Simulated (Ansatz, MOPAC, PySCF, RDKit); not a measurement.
Dimer: HCl (SMILES Cl) (first 2 atoms) with CH5N (SMILES CN); geometry from B3LYP-D3(BJ)/def2-TZVP, rigid monomers moved along the line of their centres of mass till H2···N4 is 1.81 Å.
(charge 0, multiplicity 1):
```csv
atom,x (Å),y (Å),z (Å)
Cl,0.9705,1.1443,0.1651
H,0.7678,0.4012,1.3159
C,-0.9235,0.0993,3.3492
N,0.3365,-0.4635,2.8452
H,-1.6915,-0.0229,2.5867
H,-0.7884,1.1672,3.5150
H,-1.2667,-0.3644,4.2776
H,0.2511,-1.4539,2.6465
H,1.0920,-0.3455,3.5106
```

Monomers are frozen at their geometry in the pair; levels with a basis set take the counterpoise correction. Rows marked so take none. RDKit's UFF carries no charges.

Frozen-core correlation. Rows in 3-21G, 6-31G* carry no dispersion term and start afresh at each structure (6-31G* with six Cartesian d functions). MP2/6-31G* freezes PySCF's default core. The state that AM1, PM7 reach isn't checked; PM7 holds dispersion and hydrogen-bond terms.

Codes used: Ansatz (Gaussian basis) for Hartree–Fock, density functionals and correlated methods; MOPAC for AM1, PM7 (differences of heats of formation); PySCF for 3-21G rows, 6-31G* rows, the dispersion terms; RDKit for the force fields. Each number belongs to the level named beside it.

| level | interaction energy (meV) |
|---|---|
| UFF | 2571.2 |
| AM1 | -174.8 |
| PM7 | -512.0 |
| HF/3-21G (no counterpoise) | -799.4 |
| r2SCAN-D4/def2-TZVPPD | -633.7 |
| B3LYP/def2-TZVPPD | -517.8 |
| PBE0-D4/def2-TZVPPD | -621.1 |
| MP2/6-31G* (no counterpoise) | -658.0 |
| CCSD(T)/aug-cc-pV(D+d)Z | … |

What belongs in the gaps?


- CCSD(T)/aug-cc-pV(D+d)Z, interaction energy (meV): -475.7

Ansatz is a program for electronic structure.
